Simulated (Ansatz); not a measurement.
All numbers were calculated with Ansatz.

A structure relaxed at PBE0-D4/def2-TZVP, charge 0, multiplicity 1:

Cartesian coordinates in Å:
```
F -2.758 0.276 0.806
C -1.482 0.369 1.345
Si -0.164 0.554 -0.017
Al 2.220 0.348 -0.336
Si 0.645 -1.070 -1.474
H -1.456 1.234 2.016
H -1.293 -0.531 1.939
H -0.423 1.786 -0.829
H 3.709 0.788 -0.016
H 0.155 -1.474 -2.821
H 0.846 -2.282 -0.612
```

Q: Give its formula and SMILES.

A: CH6AlFSi2, `FC[SiH]1[AlH][SiH2]1`.

Q: Summarise the bond lengths by kind.

A: 1 × C–F 1.389 Å; 1 × C–Si 1.904 Å; 2 × C–H 1.094 to 1.095 Å; 2 × Al–Si 2.405 to 2.414 Å; 1 × Si–Si 2.327 Å; 3 × H–Si 1.489 to 1.501 Å; 1 × Al–H 1.585 Å.
